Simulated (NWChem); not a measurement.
**Correlation energy of silole (C₄H₆Si)**

```
C
C 1 1.3499
H 2 1.0918 1 122.45
H 1 1.0962 2 123.39 3 0.00
C 1 1.4809 4 119.52 2 180.00
C 5 1.3499 1 117.09 4 180.00
H 6 1.0918 5 122.45 1 180.00
H 5 1.0962 6 123.39 7 0.00
Si 2 1.8742 3 130.96 1 180.00
H 9 1.4960 2 113.93 3 62.32
H 9 1.4960 10 108.09 2 127.71
```
Charge 0, spin multiplicity 1.

Program: NWChem. All single points use one geometry, from PBE0/def2-SVP, a minimum by its harmonic frequencies. It is one conformer; others weren't searched.

Basis set: STO-3G. Each correlation energy counts from its own Hartree-Fock reference.

```tsv
method	correlation energy (mHa)	difference from CCSD(T)
CCSD(T)	-359.5	0.0
CR-CCSD(T)	-358.2	+1.2
CR-CCSD[T]	-358.3	+1.2
CCSD	-354.9	+4.6
CCSD+T(CCSD)	-359.5	-0.1
MP2	-284.5	+74.9
CCSDT	-360.1	-0.6
SCS-MP2	-300.7	+58.8
```

The values span 75.6 mHa, from CCSDT (lowest) to MP2 (highest). 

The correlated methods keep 9 core orbitals frozen. Differences from the coupled-cluster row are differences between methods, not errors against experiment.
